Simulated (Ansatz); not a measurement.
Reaction (redistribution): 2 `[NH2][GaH][Br]` → `[NH2][GaH][NH2]` + `[Br][GaH][Br]`

Calculated with Ansatz (gas phase, PBE0-D4/def2-TZVP geometries, no zero-point term in ΔE). CCSD(T)/CBS is the MP2 limit (def2-TZVPP, def2-QZVPP) plus CCSD(T) − MP2 in def2-TZVPP, frozen cores. Functionals use def2-TZVPP. For Br, Ga outer-core shells are correlated without core-valence functions, which leaves a few kJ/mol of doubt a bond. Scalar relativity is left out up to krypton. Each species was taken in one conformer, which may not be the lowest.

`[NH2][GaH][Br]`:

```xyz
6

N     0.950    0.386    0.090
Ga   -0.637   -0.464    0.093
Br   -2.212    0.507   -1.263
H     1.748    0.094    0.627
H     1.128    1.211   -0.457
H    -0.977   -1.734    0.909
```

`[NH2][GaH][NH2]`:

Cartesian coordinates in Å:
```
N -0.703 -0.078 1.408
Ga 0.571 0.285 0.166
N 0.203 -0.166 -1.554
H -1.572 -0.545 1.216
H -0.577 0.092 2.390
H 1.916 0.956 0.557
H 0.824 0.028 -2.319
H -0.661 -0.573 -1.866
```

`[Br][GaH][Br]`:

```xyz
4

Br   -2.088   -0.563    0.141
Ga    0.083    0.114    0.163
Br    1.331   -0.484   -1.641
H     0.675    0.934    1.336
```

| level | ΔE (kJ/mol) | difference from CCSD(T)/CBS |
| --- | --- | --- |
| LDA (SPW92) | 21.6 | 1.7 |
| r2SCAN-D4 | 21.5 | 1.6 |
| BHLYP-D4 | 19.8 | -0.1 |
| CAM-B3LYP-D4 | 20.9 | 1.0 |
| revPBE | 19.7 | -0.2 |
| BLYP | 19.7 | -0.2 |
| PBE0 | 20.3 | 0.4 |
| HF/def2-TZVPP | 20.8 | 0.9 |
| CCSD(T)/def2-TZVPP | 21.1 | 1.2 |
| HF/def2-QZVPP | 20.4 | 0.5 |
| CCSD(T)/CBS | 19.9 | 0 |

Largest T1 diagnostic among the species: 0.013.

At CCSD(T), def2-SVP lies +4.2 kJ/mol from the extrapolated value and def2-TZVPP +1.2 kJ/mol. Leaving LDA and LC-ωPBE aside and taking each functional with its dispersion term where it has one, the values, not all of them listed here, spread over 2.2 kJ/mol, from revPBE-D4 to r2SCAN-D4.
